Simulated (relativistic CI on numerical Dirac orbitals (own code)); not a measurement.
Cubic crystal-field splitting of Tm2+ by operator equivalents

Problem. Tm2+ (4f13) sits in a cubic field with the Wybourne parameters B⁴₀ = 1520 and B⁶₀ = 290 cm⁻¹. Find the levels of its ground J multiplet, neglecting the mixing with the other J.

Working.
1. One f hole has the ground level ²F7/2 with g_J = 8/7 and the Stevens factors β = −2/1155 and γ = 4/27027.
2. Stevens form: B₄ = β B⁴₀/8 = -0.3290 and B₆ = γ B⁶₀/16 = 0.00268 cm⁻¹, in H = B₄(O₄⁰ + 5O₄⁴) + B₆(O₆⁰ − 21O₆⁴).
3. For J = 7/2 the eigenvalues are E(Γ6) = 840B₄ − 25200B₆ = -344.0, E(Γ7) = −1080B₄ − 15120B₆ = 314.8 and E(Γ8) = 120B₄ + 20160B₆ = 14.6 cm⁻¹.
4. Order and energies above the lowest: Γ6 0.0, Γ8 358.6, Γ7 658.7 cm⁻¹. A Γ6 ground doublet has the isotropic |g| = 2.667.

Check. Diagonalising spin-orbit coupling (free-ion gap 8702 cm⁻¹, from a Dirac-Coulomb-Breit calculation) and field together in all 14 states gives Γ6 0.0, Γ8 350.2, Γ7 657.8 cm⁻¹, with |g| = 2.667. The other multiplet starts at 8909 cm⁻¹; the differences from the hand values come from J mixing and grow with the ratio of the field to that gap.
